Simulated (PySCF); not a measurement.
Cartesian coordinates (Å):
```xyz
6

O      1.6663    -0.0042     0.0605
C      0.4544     0.5092     0.0218
B     -0.6377     1.3486    -0.0077
B     -1.0446    -0.1036    -0.0431
H      1.6294    -0.9722     0.0459
H     -1.4515    -1.2145    -0.0738
```
Charge 0, spin multiplicity 1.

### Question
Estimate the S1 oscillator strength, total energy and LUMO that r2SCAN-D4/def2-TZVP (PySCF) returns for this input.

### Answer

```json
{
 "S1 oscillator strength": "0.006",
 "total_energy": "-164.0686 Ha",
 "LUMO": "-3.11 eV"
}
```
